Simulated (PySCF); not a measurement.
F3Y. Atoms are numbered in the order given.

```xyz
4

Y      0.0000     0.0000     0.0000
F      1.9966     0.0000     0.0000
F     -0.9983    -1.7291     0.0000
F     -0.9983     1.7291     0.0000
```

The structure is a stationary point at PBE0-D3(BJ)/def2-TZVP. The isomer is the one that the SMILES or the coordinates give; other isomers of the formula were not compared. The def2 effective core potentials stand for the cores of Y; spin–orbit coupling is left out.

These are CAM-B3LYP/def2-TZVPD (PySCF) values and carry that method's errors.

Mulliken values depend strongly on the basis, most of all with diffuse functions as here. ESP charges are fitted to the potential on shells at 1.4 to 2.0 van der Waals radii. Atomic charges (e):

| atom | Mulliken | ESP fit |
|---|---|---|
| Y1 | 1.96 | ? |
| F2 | -0.65 | ? |
| F3 | -0.65 | ? |
| F4 | -0.65 | ? |

### Question
Complete the blanks. (Estimate from the structure and the level; the computed values follow.)

### Answer

- Y1, ESP fit: 1.84
- F2, ESP fit: -0.61
- F3, ESP fit: -0.61
- F4, ESP fit: -0.61
